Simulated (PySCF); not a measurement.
BiH7OSi2, SMILES [OH][Bi]([SiH3])[SiH3].

Geometry: PBE0-D3(BJ)/def2-SVP. The structure was generated by enumeration; whether it is a known compound was not checked. The def2 effective core potentials stand for the cores of Bi; spin–orbit coupling is left out. The values are those of a single conformer.

Two levels are set side by side: TDA-PBE/def2-SVPD (PySCF) and TDA-B3LYP/def2-SVPD (PySCF). Vertical, same geometry. The lowest singlet is HOMO→LUMO 99 % with PBE and HOMO→LUMO 98 % with the other functional; states are paired by order. Differences are taken from unrounded values.

```csv
quantity,TDA-B3LYP
lowest singlet excitation (eV),4.13
lowest triplet excitation (TDA) (eV),3.69
first bright state (f over 0.05) (eV),5.80
its oscillator strength,0.19
```

What does TDA-PBE give, and how far is it from TDA-B3LYP? (Estimate from the structure and the level; the computed values follow.)


```
quantity                               TDA-PBE  TDA-PBE minus TDA-B3LYP
-------------------------------------  -------  -----------------------
lowest singlet excitation (eV)            3.85                    -0.28
lowest triplet excitation (TDA) (eV)      3.42                    -0.27
first bright state (f over 0.05) (eV)     5.40                    -0.40
its oscillator strength                   0.13                    -0.06
```

A lower first singlet is the usual sign of a functional without exact exchange. Differences between two approximate levels are no errors against the true value.

Rough cost on one machine, each run with all the roots and properties that it gave: TDA-B3LYP against TDA-PBE within a factor of 2.
